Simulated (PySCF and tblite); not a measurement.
The numbers below are computed, except where a source is named.
¹⁹F shifts (ppm against CFCl3, high frequency positive) of molecules with one F atom, averaged over conformers at 298.15 K: GIAO PBE0/pcSseg-1 on GFN2-xTB geometries, unscaled (PySCF, tblite).

Q: Order them from the most to the least shielded.
A. FCc1ccc(Br)o1 (F bonded to C that bears C, F, H, H)
B. C[C@@H](F)Cc1ccccc1 (F bonded to C that bears C, C, F, H)
C. FC1=C[SiH2]C1 (F bonded to C that bears C, C, F)
D. CO[C@H](C)[C@H](F)C#N (F bonded to C that bears C, C, F, H)
E. FC1=CCCC=C1 (F bonded to C that bears C, C, F)
F. FCC1=CCC=C1 (F bonded to C that bears C, F, H, H)
G. COc1ccccc1F (F bonded to C that bears C, C, F)

A: A (-274 ppm), F (-248 ppm), D (-223 ppm), B (-202 ppm), G (-141 ppm), E (-118 ppm), C (-35 ppm).

Absolute values at such a level can be off by tens of ppm, and so can differences between unlike surroundings.

For scale, the study of FCc1ccc(Br)o1 took 24 s on 1 thread of Arm Neoverse V1, shared host (rough), launched as `OMP_NUM_THREADS=1 python ens_run.py task.json out`.
